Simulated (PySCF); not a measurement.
## Correlation energy of Ne²⁺ (neon, charge +2)

[He] 2s1 2p5, high-spin 3P determinant (an excited configuration). All numbers are calculated (PySCF 2.14, no relativity, point nucleus, in aug-cc-pwCVTZ). Frozen: nothing; 8 electrons correlated.

| level | correlation energy (mhartree) |
| --- | --- |
| CCSD | -267.86 |
| (T) | -3.89 |
| CCSD(T) | -271.75 |

Diagnostics: T1 = 0.0031, D1 = 0.0083, largest double amplitude 0.036.

Task: Is a single reference adequate?

Result: Yes: T1 lies below 0.03 and no double amplitude reaches 0.07.
